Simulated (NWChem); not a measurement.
System: CH2FNOSi; SMILES N#CO[SiH2]F

```xyz
7

N      0.4425    -2.5702    -0.4131
C      0.0325    -1.5864     0.0580
O     -0.4460    -0.5198     0.6161
Si    -0.4359     1.0238    -0.0937
F      1.0113     1.6729     0.1118
H     -1.4387     1.7671     0.6841
H     -0.7092     0.8660    -1.5338
```
Atoms are numbered in this order, from 1.

All runs: NWChem. Geometry: optimised at B3LYP/6-31G* (spherical d). B3LYP is NWChem's, with the RPA form of VWN correlation. Field at 589 nm.

Predict the results for B3LYP/aug-cc-pVDZ. Quantities: isotropic polarisability (bohr³); anisotropy (bohr³).


| Item | Value |
|---|---|
| isotropic polarisability (bohr³) | 46.2 |
| anisotropy (bohr³) | 23.8 |
